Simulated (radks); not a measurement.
Values are calculated unless marked as measured or tabulated.
How relativity changes the ionisation of the europium ion Eu46+ ([Ne] 3s2 3p5) to Eu47+ ([Ne] 3s2 3p4). Spin-unpolarised spherical Kohn-Sham, PBE, point nucleus unless stated (finite: rms radius 5.1115 fm), a radial shooting solver on a logarithmic mesh with Libxc functionals. A level marked "c x" has the speed of light scaled by that factor and shares open shells by 2j + 1; other Dirac levels either fill j = l - 1/2 first or share by 2j + 1.

level                               E(Eu46+) (hartree)  E(Eu47+) (hartree)  IE (eV)   HOMO  <r> HOMO (bohr)
non-rel.                                    -8486.4124          -8343.4255   3890.9     3p           0.2306
scalar-rel.                                 -8891.7749          -8745.4548   3981.6     3p           0.2243
scalar-rel., finite nucleus                 -8891.0085          -8744.6878   3981.6     3p           0.2243
Dirac, 2j+1 shares                          -8899.4903          -8752.9381   3987.9  3p3/2           0.2269
Dirac, low j first                          -8901.5234          -8757.0602   3931.0  3p3/2           0.2269
Dirac, 2j+1 shares, finite nucleus          -8898.7196          -8752.1670   3987.9  3p3/2           0.2269
Dirac, c x 0.75                             -9299.0688          -9149.3049   4075.3  3p3/2           0.2241
Dirac, c x 5                                -8501.2854          -8358.1654   3894.5  3p3/2           0.2304
Dirac, c x 10                               -8490.1195          -8347.0994   3891.8  3p3/2           0.2305

NIST Atomic Spectra Database: 3921 eV (theoretical). The relativistic part of the total energy of Eu46+ is -412.3 hartree (Dirac, 2j+1 shares, finite nucleus), 4.9 % of the non-relativistic value. Spin polarisation and multiplet splitting of open shells are left out at every level.

Beside tabulated values, note that relativity, absent from the non-relativistic runs, is large for the heavy elements, and spin-unpolarised runs miss the spin-polarisation part of the exchange energy of open shells.
